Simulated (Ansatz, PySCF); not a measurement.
Species: sum formula HSiOF$_{3}$, charge 0, multiplicity 1. 
Structure (B3LYP-D3(BJ)/def2-TZVP (Ansatz, a quantum-chemistry and plane-wave program) minimum search):
SMILES: O[Si](F)(F)F
```xyz
6

Si    -0.0003    -0.0045    -0.0066
F     -0.1567    -0.5395     1.4695
F     -0.3876     1.5248     0.0197
F     -1.0165    -0.7661    -0.9306
O      1.4752    -0.2538    -0.5959
H      2.2492     0.1203    -0.1688
```
Charge 0, spin multiplicity 1.

Total electronic energies in hartree. Cores are frozen in the correlated levels unless marked. No spin-orbit coupling. Non-relativistic. Basis-set limits of correlation are two-point, X^-3; Hartree-Fock from the larger set.

```
level                                        program  energy (Eh)
------------------------------------  --------------  -----------
HF/6-31G*                                     Ansatz   -662.93635
HF/cc-pwCVTZ                                  Ansatz   -663.14899
HF/cc-pV(Q+d)Z                                Ansatz   -663.18467
BLYP/def2-TZVPD                               Ansatz   -665.26759
revPBE-D3(BJ)/def2-TZVPD              Ansatz + dftd3            ?
B3LYP-D4/def2-TZVPD                   Ansatz + dftd4   -665.32617
TPSSh/def2-TZVPD                               PySCF   -665.29162
r2SCANh-D4/def2-TZVPD                 Ansatz + dftd4   -665.10064
r2SCANh/def2-TZVPD                            Ansatz   -665.09970
r2SCAN0-D4/def2-TZVPD                 Ansatz + dftd4   -665.06854
HSE06-D4/def2-TZVPD                   Ansatz + dftd4   -664.79446
CAM-B3LYP-D4/def2-TZVPD               Ansatz + dftd4            ?
B2GP-PLYP-D4/def2-TZVPD               Ansatz + dftd4   -664.89381
PBE-QIDH/def2-TZVPD                           Ansatz   -664.69518
CCSD(T)/CBS(cc-pV(T+d)Z,cc-pV(Q+d)Z)          Ansatz    -664.4929
```

Task: Fill in the missing entries.

Result: 
- revPBE-D3(BJ)/def2-TZVPD, energy (Eh): -665.10426
- CAM-B3LYP-D4/def2-TZVPD, energy (Eh): -665.23150
